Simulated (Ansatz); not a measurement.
Isolated molecules relaxed with PBE0-D4/def2-TZVP in Ansatz; ΔE leaves out vibrations. CCSD(T)/CBS is the MP2 limit (def2-TZVPP, def2-QZVPP) plus CCSD(T) − MP2 in def2-TZVPP, frozen cores. This one scheme is used for every species. DFT in def2-TZVPP. For Ge outer-core shells are correlated without core-valence functions, which leaves a few kJ/mol of doubt a bond. Scalar relativity is left out up to krypton. One conformer a species, not always the lowest.

Reaction (cleavage of the Si–Si bond): `[SiH3][GeH2][SiH2][SiH2][GeH3]` + `C=N` → `C=N[SiH2][GeH3]` + `[SiH3][GeH2][SiH3]`

| level | ΔE (kJ/mol) |
| --- | --- |
| ωB97M-V | -17.9 |
| B2PLYP | -25.3 |
| MP2/def2-TZVPP | -17.1 |
| SCS-MP2/def2-TZVPP | -22.6 |

Problem. What does CCSD(T)/CBS give? (Best estimate.)

Solution. Ansatz gave: -11.7 kJ/mol. The listed levels differ from it by -6.2, -13.6, -5.4, -10.9 kJ/mol.

Largest T1 diagnostic among the species: 0.013.

The D4 term adds +13.0 kJ/mol with B3LYP and +8.0 kJ/mol with PBE0; it sums over pairs of atoms, weighted by their polarisabilities, and B3LYP, whose exchange is more repulsive, gets the larger term. In def2-TZVPP, CCSD(T) changes the Hartree–Fock value by +30.6 kJ/mol (the triples alone add +3.9 kJ/mol) and MP2 by +24.6 kJ/mol.

B3LYP here is the variant with VWN-RPA as its local correlation; programs differ in this.
